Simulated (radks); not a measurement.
The numbers below are computed, except where a source is named.
Dynamic dipole polarisability and lines of the neodymium ion Nd12+, [Kr] 4d10 5s2. Level of theory: scalar-relativistic Kohn-Sham, LDA (Slater exchange, Perdew-Wang correlation), spin-polarised, spherical densities, finite nucleus; Fermi nuclear charge, rms radius of each element as measured or else 0.836 A^(1/3) + 0.57 fm (a radial shooting solver on a logarithmic mesh with Libxc functionals). Time-dependent linear response with the Hartree and adiabatic LDA kernel, continuum included through the Sternheimer equations, no spin-orbit coupling, so fine structure and intercombination lines are absent. Lines are the poles of the dipole polarisability below minus the highest occupied eigenvalue, found on a grid refined at the orbital gaps; the lowest seven at most are given, and weak or close lines can be missed. The first line takes the name of the lowest orbital gap if no other gap lies below it; otherwise a line is named after a gap within 0.6 % of it, if that gap stands alone.

| photon energy (eV) | alpha (bohr^3) |
|---|---|
| 0 | 1.547 |
| 3.573 | 1.563 |
| 25.014 | 3.873 |
| 46.455 | -0.5278 |
| 67.895 | 0.1462 |
| 89.336 | 0.4098 |
| 110.78 | 0.02182 |
| 132.22 | 1.357 |
| 153.66 | -49.36 |
| 175.10 | -0.9055 |

Lines (eV, oscillator strength): 30.758 (40.31 nm, 5s-5p), f = 1.52; 108.99 (11.38 nm, 5s-6p), f = 0.313; 141.25 (8.778 nm, unassigned), f = 1.11; 146.86 (8.442 nm, 5s-7p), f = 1.33; 153.31 (8.087 nm, unassigned), f = 6.92; 168.47 (7.359 nm, 5s-8p), f = 0.0110. Higher lines, where found, are left out when the end of the mesh affects them. Those listed give 98 % of the static polarisability (sum of f/w^2). Orbital energy gaps for comparison: 5s-5p 26.556 eV; 5s-6p 109.44 eV; 4d-4f 122.57 eV; 4d-5p 139.38 eV; 5s-7p 147.67 eV.
